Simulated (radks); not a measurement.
Cu II, 28 electrons, occupied as [Ar] 3d10. All-electron calculation, Dirac Kohn-Sham, LDA (Slater exchange, Perdew-Wang correlation), spin-unpolarised, spherical densities, point nucleus. Program: a radial shooting solver on a logarithmic mesh with Libxc functionals.

Spin-orbit splittings of the eigenvalues, e(l+1/2) - e(l-1/2), with zeta = 2 splitting/(2l+1) and mean radii in bohr:

2p: occ. 6; splitting (eV) 20.45; zeta (eV) 13.63; <r> j=l-1/2 0.2043; <r> j=l+1/2 0.2077
3p: occ. 6; splitting (eV) 2.586; zeta (eV) 1.724; <r> j=l-1/2 0.7439; <r> j=l+1/2 0.7549
3d: occ. 10; splitting (eV) 0.2744; zeta (eV) 0.1098; <r> j=l-1/2 1.008; <r> j=l+1/2 1.018
